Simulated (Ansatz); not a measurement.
Geometry optimisation, Ansatz 0.2.0, RKS BHLYP-D4/def2-SVP.

The input (input.yaml):

```yaml
crystal:
  periodic: [false, false, false]
  atoms:
    - { symbol: Sn, position_ang: [-0.057916, 0.40065, -1.182441] }
    - { symbol: O, position_ang: [1.50106, 0.013679, 1.517629] }
    - { symbol: H, position_ang: [0.852561, 0.340379, 2.14002] }
    - { symbol: H, position_ang: [1.122766, -0.836355, 1.215918] }
    - { symbol: H, position_ang: [-1.278734, 1.030435, -0.058098] }
    - { symbol: H, position_ang: [-0.250038, -1.230188, -0.482527] }
basis:
  gaussian: { orbitals: def2-SVP }
hamiltonian:
  xc: { name: BHLYP }
  dispersion: d4
relax:
  f_tol: 0.03
  max_steps: 50
```

Run as:

```bash
$ ansatz run input.yaml --threads 1 --pin off --max-ram 2048MiB --backend cpu --events-out ev --progress --plain --runs-dir out
```

Problem. Where does it end, and by what steps?

Solution. The forces met the threshold. After 6 steps the energy has fallen by 0.344 eV; O2 moved furthest, 0.37 Å. Joined: Sn1–O2 (3.14 → 2.45 Å).

```
step  energy less start (eV)  largest force component (eV/Å)  accepted
   0                  0.0000                           0.804       yes
   1                 -0.1124                           1.572       yes
   2                 -0.2459                           1.727       yes
   3                 -0.3136                           1.032       yes
   4                 -0.3344                           0.173       yes
   5                 -0.3436                           0.057       yes
   6                 -0.3437                           0.002       yes
```

```xyz
6
Properties=species:S:1:pos:R:3
Sn 0.143 0.417 -0.912
O 1.274 0.032 1.230
H 0.798 0.498 1.918
H 1.179 -0.898 1.437
H -1.179 0.959 0.157
H -0.325 -1.289 -0.680
```

Run time: 5.6 s on 1 thread of AMD EPYC 9R45 96-Core Processor (Zen 5) (shared host), peak memory 0.13 GiB.
